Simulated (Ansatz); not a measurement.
`O[SiH](F)[TeH]` + `NBO` → `NB(O)[TeH]` + `O[SiH2]F`  (formal exchange of groups at a Te–Si bond)

Computed with Ansatz on PBE0-D4/def2-TZVP structures; ΔE is electronic, products minus reactants. CBS: MP2 limit from def2 TZ/QZ plus the TZ coupled-cluster correction, frozen cores. This one scheme is used for every species. DFT in def2-TZVPP. def2 core potentials past Kr. For Te outer-core shells are correlated without core-valence functions, which leaves a few kJ/mol of doubt a bond. Each species was taken in one conformer, which may not be the lowest.

(1) Is it downhill or uphill in electronic energy at CCSD(T)/CBS, and by how much? (Best estimate.)

(2) What do these levels give: LDA (SPW92), PBE0-D4, B2PLYP, RPA@PBE/def2-TZVPP, CCSD(T)/def2-TZVPP, HF/def2-QZVPP? (Estimate.)

Largest T1 diagnostic among the species: 0.012.

Answers

(1) The calculation gave: Uphill: ΔE = +0.28 eV.

(2) Ansatz gave: LDA (SPW92) 0.35, PBE0-D4 0.34, B2PLYP 0.30, RPA@PBE/def2-TZVPP 0.21, CCSD(T)/def2-TZVPP 0.25, HF/def2-QZVPP 0.27 eV.

Leaving LDA and LC-ωPBE aside and taking each functional with its dispersion term where it has one, the values, not all of them listed here, spread over 0.06 eV, from PBE-QIDH to PBE-D4. From BLYP to BHLYP (50 % exact exchange), in def2-TZVPP and without D4, ΔE moves by −0.04 eV.
